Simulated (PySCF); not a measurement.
B₃H₅N₃, SMILES N1[B]NBNB1, multiplicity 2. Coordinates come from a r2SCAN-D4/def2-SVP optimisation. The isomer is the one that the SMILES or the coordinates give; other isomers of the formula were not compared.

Computed equilibrium geometry at r2SCAN-D4/def2-SVP (PySCF confirms it by a frequency run) as a Z-matrix, and its point group:
point group C2v.
```
N
H 1 1.0135
B 1 1.4300 2 118.32
B 1 1.4300 2 118.32 3 180.00
N 4 1.4342 1 117.13 2 180.00
H 5 1.0135 4 118.83 1 180.00
B 5 1.4230 6 119.72 4 180.00
N 7 1.4230 5 119.49 6 180.00
H 8 1.0135 7 119.72 5 180.00
H 4 1.2087 1 121.57 2 0.00
H 3 1.2087 1 121.57 2 0.00
```
Charge 0, spin multiplicity 2.
